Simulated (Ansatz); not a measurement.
Total energies of (HAlTe)4 cubane (Al4Te4H4) from Ansatz at PBE0-D4/def2-TZVP, gas phase (1 Eh = 27.2114 eV = 2625.5 kJ/mol). The reference geometry is relaxed at PBE-D4/def2-SVP.

```
                 state                    geometry  energy (Eh)
      charge 0 singlet                   reference  -2044.29089
      charge 1 doublet                   reference  -2043.97458
      charge 1 doublet  relaxed at PBE-D4/def2-SVP  -2043.99288
free Al atom (doublet)                           –   -242.24894
 free H atom (doublet)                           –     -0.50104
free Te atom (triplet)                           –   -267.99464
```

In the def2 sets Te takes a core potential; there is no spin–orbit coupling.

(1) Work out the vertical ionisation energy to the doublet.

(2) How much does the charge 1 doublet relax, and what is the adiabatic ionisation energy?

(3) What is the binding energy per atom against free atoms?

(1) E(charge 1 doublet) − E(charge 0 singlet) = -2043.97458 − (-2044.29089) = 0.31631 Eh = 8.61 eV. For comparison, −ε of the highest occupied level is 7.22 eV at this level, 1.39 eV less.

(2) Relaxation: -2043.97458 − (-2043.99288) = 0.01830 Eh = 0.50 eV. Adiabatic ionisation energy: 0.29801 Eh = 8.11 eV, without zero-point energy. 

(3) Atoms: 4 × (-242.24894) + 4 × (-0.50104) + 4 × (-267.99464) = -2042.97848 Eh. Binding: -2042.97848 − (-2044.29089) = 1.31241 Eh = 35.71 eV, or 2.98 eV for each of 12 atoms (no zero-point energy, no counterpoise term).
